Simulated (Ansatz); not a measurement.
Basis-set series for C2H7BFIn, SMILES `C[B]([InH2])CF`. The species carries charge 0 and has multiplicity 1. In: def2 effective core potential. The structure was optimised at the PBE0-D4/def2-TZVP level. It is one conformer, not always the lowest.

```tsv
functional	basis	functions	energy (Eh)	HOMO (eV)	LUMO (eV)
PBE0-D4	def2-SVP	117	-394.81991	-6.82	-1.37
PBE0-D4	def2-QZVPP	520	-395.07739	-6.88	-1.46
ωB97M-V	def2-SVP	117	-394.89188	-8.89	0.27
ωB97M-V	def2-QZVPP	520	-395.15991	-8.97	-0.04
```

Question: Give the rows for def2-TZVPP. (An estimate is asked.)

Answer: The calculation gave: 
```
functional       basis  functions  energy (Eh)  HOMO (eV)  LUMO (eV)
   PBE0-D4  def2-TZVPP        272   -395.06454      -6.87      -1.44
   ωB97M-V  def2-TZVPP        272   -395.14736      -8.96       0.03
```

Positive LUMOs are unbound and depend on the basis.

Results of the Gaussian-basis code of Ansatz.
